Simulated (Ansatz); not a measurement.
Cost and result for the atomization energy of CH$_{6}$GaNO, SMILES `N[CH2][GaH][OH]` (10 atoms, 9 bonds).

Z-matrix (Å, degrees):
```
C
Ga 1 1.994
N 1 1.463 2 117.1
H 1 1.095 2 108.7 3 -123.5
H 1 1.095 2 108.6 3 123.4
O 2 1.796 1 121.5 3 178.8
H 2 1.568 1 125.6 3 -1.1
H 3 1.012 1 111.0 2 -59.1
H 3 1.012 1 111.0 2 58.8
H 6 0.959 2 114.6 1 0.0
```

Total charge 0; spin multiplicity 1. Correlated methods include outer-core shells of Ga, which these sets cover unevenly. Scalar relativity is left out up to krypton. The geometry is a stationary point of PBE0-D4/def2-TZVP. It is one conformer, not always the lowest. Program: Ansatz. All runs use 4 threads of an Arm Neoverse V2 on a shared host. Times are those of one run each, without the atoms' runs, and a repeat can differ threefold. Electronic energies, without spin–orbit coupling; frozen cores. CCSD(T)/CBS adds CCSD(T) − MP2 in def2-TZVPP to the MP2 limit, and its time is that of the two runs behind it. T1 = 0.013. With those shells the extrapolation isn't a true limit. B3LYP takes the VWN-RPA correlation (the form of Gaussian; ORCA's B3LYP/G).

CCSD(T)/CBS is a level of theory with its own doubt, some kJ/mol a heavy atom from the limit and from the frozen cores, so smaller differences don't rank the functionals.

```csv
level,functions,wall time
PBE-D4/def2-TZVPP (with forces),225,2 s
PBE0-D4/def2-TZVPP,225,2.5 s
B3LYP-D4/def2-TZVPP (with forces),225,3.6 s
r2SCAN-D4/def2-TZVPP (with forces),225,4.1 s
B2PLYP/def2-TZVPP,225,4.3 s
ωB97X-V/def2-TZVPP,225,6.5 s
ωB97M-V/def2-TZVPP (with forces),225,9.5 s
MP2/def2-QZVPP,440,19 s
CCSD(T)/def2-TZVPP,225,120 s
CCSD(T)/CBS(def2),–,2.3 min
```

Question: What atomization energy does each give, and how far from CCSD(T)/CBS? (Best estimate.)

Answer: The calculation gave: 
| level | atomization (kJ/mol) | difference from CCSD(T)/CBS | per bond |
| --- | --- | --- | --- |
| PBE-D4/def2-TZVPP (with forces) | 3386.9 | 46.3 | 5.2 |
| PBE0-D4/def2-TZVPP | 3310.2 | -30.4 | -3.4 |
| B3LYP-D4/def2-TZVPP (with forces) | 3317.5 | -23.1 | -2.6 |
| r2SCAN-D4/def2-TZVPP (with forces) | 3323.2 | -17.4 | -1.9 |
| B2PLYP/def2-TZVPP | 3289.0 | -51.6 | -5.7 |
| ωB97X-V/def2-TZVPP | 3337.5 | -3.1 | -0.3 |
| ωB97M-V/def2-TZVPP (with forces) | 3328.4 | -12.2 | -1.4 |
| MP2/def2-QZVPP | 3351.9 | 11.3 | 1.3 |
| CCSD(T)/def2-TZVPP | 3249.7 | -90.9 | -10.1 |
| CCSD(T)/CBS(def2) | 3340.6 | 0.0 | 0.0 |

From PBE to PBE0 (25 % exact exchange), in def2-TZVPP and without D4, the atomization energy moves by −74.2 kJ/mol: exact exchange takes away binding that semilocal exchange gives to molecules. The D4 term adds +26.0 kJ/mol with B3LYP and +13.5 kJ/mol with PBE0; it sums over pairs of atoms, weighted by their polarisabilities, and B3LYP, whose exchange is more repulsive, gets the larger term. In def2-TZVPP, CCSD(T) changes the Hartree–Fock value by +972.9 kJ/mol (the triples alone add +52.4 kJ/mol) and MP2 by +1021.0 kJ/mol; breaking electron pairs costs correlation energy, which Hartree–Fock lacks.
